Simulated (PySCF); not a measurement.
**Trend along the alkali metals: MF molecules**

CCSD(T) with double-zeta basis sets in PySCF, for the lowest determinant that a PBE0 search found; no spin–orbit coupling. De refers to high-spin ground-configuration atoms.

```
 M       basis  reference, frozen orbitals  state (unpaired electrons)  Re (Å)  ωe (cm⁻¹)  De (eV)
Li     cc-pVDZ                      RHF, 1      singlet (closed shell)   1.590        970     5.33
Na   def2-SVPD                      RHF, 2      singlet (closed shell)   1.956        518     4.92
 K  x2c-SVPall                      RHF, 6      singlet (closed shell)   2.167        485     4.14
Rb    def2-SVP                      RHF, 1      singlet (closed shell)   2.322        399     3.95
Cs    def2-SVP                      RHF, 1      singlet (closed shell)   2.425        367     4.18
```

The shortest bond is that of LiF (1.590 Å), the longest that of CsF (2.425 Å).

The rows differ in basis set, which adds steps of its own.

Down a group the atoms grow and get heavier, so bonds lengthen and wavenumbers fall; this series shows no clear exception.

Correlated steps freeze the inner cores (1 to 6 orbitals); shallow outer-core shells are correlated. Correlated levels converge slowly with the basis: in double zeta they bind strong bonds too weakly, by up to about 1 eV, and carry superposition errors of some tenths. These are scalar-relativistic numbers at best; spin–orbit coupling would shift them, the dissociation energy most. Where the molecule has an RHF reference, its open-shell atoms are computed with UHF.
